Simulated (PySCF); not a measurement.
A structure optimised at r2SCAN-D4/def2-SVP, used in a PySCF frequency run:

```xyz
10

B     -0.3424     0.6309     0.4738
H     -0.9855     1.5060    -0.0711
F     -0.3039     0.6711     1.8038
C      0.4535    -0.4827    -0.2779
C      0.1220    -0.6714    -1.7578
H      0.3729    -1.4300     0.2880
H      1.5195    -0.1927    -0.1552
H      0.2374     0.2708    -2.3173
H     -0.9201    -1.0018    -1.8961
H      0.7698    -1.4222    -2.2368
```
Charge 0, spin multiplicity 1.

Problem. Write its SMILES and formula.

Solution. CCBF, C2H6BF

Problem. What are its rotational constants (standard atomic weights)?

Solution. 30.975, 3.5734, 3.3529 GHz
